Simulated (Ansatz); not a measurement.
Molecule: MgF$_{2}$ (charge +1, doublet). 
Structure (B3LYP-D3(BJ)/def2-TZVP (Ansatz, a first-principles code) minimum search):
```xyz
3

Mg     0.0000     0.0000     0.0000
F      0.0000     0.0000    -1.8356
F      0.0000     0.0000     1.8356
```
Charge +1, spin multiplicity 2.

Basis-set convergence of Hartree-Fock and MP2 correlation energies (hartree) with Ansatz. Valence correlation only, unless marked. Open shells are spin-unrestricted. Spin-orbit coupling is left out. No relativistic terms.

```
basis        functions       E(HF)  E(corr, MP2)
-----------  ---------  ----------  ------------
def2-SVPD           67  -397.96137      -0.36749
def2-TZVPPD        115           ?             ?
```

### Question
Fill in the missing entries.

### Answer

- def2-TZVPPD, E(HF): -398.27225
- def2-TZVPPD, E(corr, MP2): -0.48069
